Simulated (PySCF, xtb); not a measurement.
CH10O2Si3, SMILES O[Si@@H](CO)[SiH2][SiH3].

GFN2-xTB (xtb) at its own geometry gives an orbital gap of 3.88 eV and a dipole moment of 3.22 D.

Geometry: B3LYP-D3(BJ)/def2-SVP. The structure was generated by enumeration; whether it is a known compound was not checked. The values are those of a single conformer.

Problem. What does PBE/def2-TZVP (PySCF) give? (Estimate from the structure and the level; the computed values follow.)

Solution. gap 5.36 eV (levels -6.37 and -1.01 eV), dipole 3.30 D.
